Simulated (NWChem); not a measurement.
Species: CH₆O₂SSi; SMILES C[Si](O)(O)S

```xyz
11

C      1.6185     1.0943     0.4109
Si    -0.0674     0.4120    -0.0052
O     -0.4969     1.1305    -1.4310
O     -1.2578     0.7535     1.1035
S     -0.0493    -1.7586    -0.1088
H      1.5648     2.1865     0.4821
H      1.9898     0.7029     1.3635
H      2.3472     0.8450    -0.3685
H     -1.3766     0.9043    -1.7671
H     -1.2908     0.1969     1.8943
H      1.1083    -1.8716    -0.7956
```
Atoms are numbered in this order, from 1.

All runs: NWChem. Pople sets run with spherical d functions. STO-3G and 3-21G are far too small for this property and stand as cheap habits. Coordinates come from a B3LYP/6-31G* (spherical d) optimisation. Field at 589 nm.

```json
[
 {"level": "B3LYP/STO-3G", "isotropic polarisability (bohr³)": "29.3", "anisotropy (bohr³)": "8.6"},
 {"level": "B3LYP/6-31G*", "isotropic polarisability (bohr³)": "53.2", "anisotropy (bohr³)": "13.6"},
 {"level": "B3LYP/def2-SVP", "isotropic polarisability (bohr³)": "[?]", "anisotropy (bohr³)": "[?]"}
]
```

Problem. Fill in the missing entries.

Solution. 
- B3LYP/def2-SVP, isotropic polarisability (bohr³): 52.7
- B3LYP/def2-SVP, anisotropy (bohr³): 11.6
